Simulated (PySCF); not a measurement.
C6H9O (SMILES O=C1CC[CH]CC1), doublet, at a GFN2-xTB geometry. Base run: PySCF with R2SCAN/STO-3G.

Geometry (Å):
```xyz
16

O     -2.3099     0.1626     0.3235
C     -1.1185     0.0787     0.1567
C     -0.1938     1.2665     0.2801
C      1.0693     1.1265    -0.5722
C      1.7861    -0.1257    -0.2501
C      1.0196    -1.2735     0.2796
C     -0.4351    -1.2223    -0.1920
H     -0.7456     2.1754     0.0340
H      0.0895     1.3309     1.3352
H      1.7219     1.9918    -0.4213
H      0.7745     1.1477    -1.6339
H      2.8473    -0.2004    -0.3988
H      1.4808    -2.2172    -0.0272
H      1.0263    -1.2745     1.3817
H     -1.0181    -2.0512     0.2130
H     -0.4627    -1.3046    -1.2829
```
Charge 0, spin multiplicity 2.
Orbitals are unrestricted.
All else is at PySCF's defaults.

Each row names what was changed in the base input (with any setting that the change needs).

| change | E (Eh) | HOMO (eV) | dipole (D) | <S^2> | core-seconds (rough) | outcome |
|---|---|---|---|---|---|---|
| base | -305.20781 | -2.51 | 1.71 | 0.756 | 10 | converged |
| functional = scan | -305.24352 | -2.52 | 1.72 | 0.757 | 10 | converged |
| functional = m06 | -305.04825 | -3.29 | 1.73 | 0.756 | 10 | converged |
| functional = hf | -303.48468 | -7.92 | 1.97 | 0.766 | 0.6 | converged |
| functional = mn12l | -304.21750 | -2.03 | 1.73 | 0.758 | 10 | converged |
| functional = m062x | -305.33856 | -4.85 | 1.71 | 0.756 | 10 | converged |
| functional = b3lyp | -305.33622 | -3.32 | 1.67 | 0.754 | 8 | converged |
| functional = o3lyp | -305.31332 | -2.74 | 1.67 | 0.755 | 8 | converged |
| functional = pw6b95 | -305.74936 | -3.72 | 1.70 | 0.754 | 10 | converged |
| functional = b97m_v | - | - | - | - | - | cut at the time limit |
| functional = b97-1 | -305.28294 | -3.27 | 1.68 | 0.755 | 7 | converged |
| functional = b3lyp5 | -305.14097 | -3.23 | 1.67 | 0.754 | 8 | converged |
| functional = blyp; dispersion = d3bjm | -305.18992 | -1.84 | 1.55 | 0.753 | 8 | converged |

Absolute energies of different levels of theory aren't comparable as measures of quality.

Open shells are given as the SCF converged; they aren't shown to be the lowest states, and a large step between rows can be another state.
